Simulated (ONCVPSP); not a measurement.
# What one change does to a pseudopotential (arsenic, ONCV)

ONCVPSP 4.0.1 input, shortened (lines: element, Z, core and valence counts, functional; n l f; lmax; l rc ep ncon nbas qcut; lloc lpopt rc5 dvloc0; l nproj debl; icmod fcfact rcfact), PBE, scalar-relativistic:

```
  As 33.00    3    5        4      upf
    1    0    2.00
    2    0    2.00
    2    1    6.00
    3    0    2.00
    3    1    6.00
    3    2   10.00
    4    0    2.00
    4    1    3.00
    2
    0    1.20    0.00    4    8   11.80
    1    1.00    0.00    4    9   16.10
    2    0.90    0.00    4    9   16.00
    4    5    0.90    3.00
    0    2    3.60
    1    2    2.50
    2    1    0.80
    0    0.00    0.00
```

Change: all radii scaled by about 0.78 (s 0.94, p 0.78, d 0.70 bohr); local potential polynomial inside 0.70 bohr (lpopt 5, dvloc0 3 Ha).

Cutoffs: the cutoffs (Ha) at which the residual kinetic energy of the hardest occupied pseudo-wave falls to 1 and 0.1 mHa per electron; they do not see the model core or the augmentation charge, which bear on the density cutoff. Errors are all-electron minus pseudo energies relative to the spin-unpolarised reference configuration.

Q: What does the change do?

A: The potential gets harder (113 Ha and 126 Ha → 430 Ha and 643 Ha); of the 4 tests that both files solve, the error grows in 2 and shrinks in 1 by more than 15 % and 0.3 meV (median size 3.3 → 3.9 meV); neither file shows a bound ghost. A smaller radius makes the pseudo-wave follow the all-electron one further in, where it bends more sharply, so more plane waves are needed.

| quantity | base | changed |
| --- | --- | --- |
| cutoff, loose | 113 Ha | 430 Ha |
| cutoff, tight | 126 Ha | 643 Ha |
| loose cutoff by channel | s 37 Ha, p 70 Ha, d 113 Ha | s 56 Ha, p 62 Ha, d 430 Ha |
| bound ghosts | none | none |
| GHOST(+) flags under 300 eV | none | none |
| error for 3s2 3p6 3d10 4s2 4p2, meV [ΔE 9.15 eV] | -0.6 | -0.8 |
| error for 3s2 3p6 3d10 4s2 4p1, meV [ΔE 27.07 eV] | -2.2 | -2.6 |
| error for 3s2 3p6 3d10 4s2 4p0, meV [ΔE 54.77 eV] | -4.5 | -5.2 |
| error for 3s2 3p5 3d10 4s2 4p3, meV [ΔE 144.41 eV] | -156 | -66 |
